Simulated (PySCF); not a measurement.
**Static response to an electric field**

Species: C5H4F2O.
Structure used (PBE0-D3(BJ)/def2-SVP), in Å, numbered top down from 1:
```xyz
12
C5H4F2O angstrom
F     -2.0850   -0.4718    1.3782
C     -1.0259   -0.0796    0.6699
C     -0.8254    1.2214    0.4524
O      0.2389    1.6977   -0.2658
C      1.0760    0.7754   -0.7582
F      2.0385    1.3670   -1.4268
C      0.9777   -0.5464   -0.6116
C     -0.1407   -1.1686    0.1728
H     -1.4815    2.0077    0.8214
H      1.7415   -1.1676   -1.0791
H      0.2358   -1.7615    1.0288
H     -0.7320   -1.8758   -0.4400
```

Level: B3LYP/def2-SVPD (PySCF), static field, nuclei fixed, core orbitals frozen in the response. The polarisability tensor in these axes (au):

```
x    58.63   1.88 -10.91
y     1.88  73.44  -3.32
z   -10.91  -3.32  49.46
```

Question: Diagonalise the tensor; give its mean and Δα, where Δα² is half the sum of the squared differences of the eigenvalues.

Answer: Principal values 42.12, 64.58 and 74.83 au; mean 60.51 au = 8.97 Å³ = 9.98 × 10⁻⁴⁰ C²·m²/J; Δα = 28.98 au (48 % of the mean).

Question: What is the dipole moment, and where does it point?

Answer: (-0.11, -1.09, 0.15) D, 1.11 D in size, pointing from the negative to the positive side. Measured along this direction, the outermost atoms are F6, O4 and H9 at the negative end and H12 and H11 at the positive end.

Question: Find the Langevin capture rate constant for NO+ (29.998 u) meeting this molecule (118.023 u), k = 2.342 × 10⁻⁹ cm³/s × √(α in Å³ / reduced mass in u).

Answer: The reduced mass is 23.92 u, so k = 1.43 × 10⁻⁹ cm³/s. The formula leaves out the permanent dipole, which adds to the capture rate.

Question: How large is μ²/3kT at 400 K beside α?

Answer: In Gaussian units μ²/3kT = 7.43 Å³ against 8.97 Å³, a ratio of 0.83; the Debye molar polarisation (4π/3)N_A(α + μ²/3kT) is 41.4 cm³/mol, leaving out the vibrational part.

Question: Give the eigenvalues of the traceless quadrupole moment Θ = ½Σq(3rr − r²1), origin at the centre of nuclear charge.

Answer: -9.55, 1.08, 8.47 D·Å. The values depend on the origin, since the dipole doesn't vanish. The electronic extent ⟨r²⟩ about the same centre is 904 bohr², a root-mean-square distance of 2.05 Å for the 60 electrons.

Question: What would n − 1 = 2πNα be for an ideal gas of these molecules at 400 K and 1 atm, electronic part alone?

Answer: N = p/kT = 1.8347 × 10¹⁹ cm⁻³, so n − 1 = 2π × N × 8.97 × 10⁻²⁴ cm³ = 1034 × 10⁻⁶ at long wavelengths, for an ideal gas.

Geometry: PBE0-D3(BJ)/def2-SVP; no solvent, vibrations or thermal averaging.
